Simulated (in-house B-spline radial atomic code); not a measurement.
**Ionising Nb with different functionals**

Computed with a radial B-spline atomic code at the basis-set limit: scalar-relativistic (spin-free X2C) Hamiltonian, Fermi nucleus of rms radius 4.324 fm, spin-polarised at highest spin, spherical fractional occupations for the functionals, and exact exchange of hybrids averaged over the configuration. The ionisation energy is the difference of two self-consistent energies, [Kr] 4d4 5s1 → [Kr] 4d4, without Breit or QED terms; ε is the level of the shell that loses the electron (its least bound occupied spin orbital). There is no spin-orbit coupling in this Hamiltonian.

| method | rung | ΔSCF (eV) | -ε(5s) (eV) |
| --- | --- | --- | --- |
| PBE0 | global hybrid | 6.91 | 5.00 |
| B3LYP | global hybrid | 6.96 | 4.84 |
| TPSSh | global hybrid | 6.90 | 4.61 |
| BHandHLYP | global hybrid | 6.50 | 5.28 |
| r2SCAN0 | global hybrid | 6.98 | 5.24 |
| B97-1 | global hybrid | 6.67 | 4.70 |
| HSE06 | range-separated hybrid | 6.94 | 4.63 |
| wB97X | range-separated hybrid | 6.23 | 6.20 |
| CAM-B3LYP | range-separated hybrid | 6.72 | 5.79 |
| LC-wPBE | range-separated hybrid | 6.52 | 6.68 |

Q: Among the functionals, which spreads more, the ΔSCF values or the orbital energies?

A: The orbital energies: ΔSCF values span about 0.75 eV and the orbital energies 2.07 eV.

Q: How do they compare with the NIST value?

A: NIST lists 6.759 eV (measured, ground level to ground level). Errors run from -0.53 to +0.22 eV; CAM-B3LYP is closest (-0.04 eV), but part of that can be cancellation, since the calculations leave out spin-orbit coupling, Breit-QED terms, multiplet and fine-structure energies.
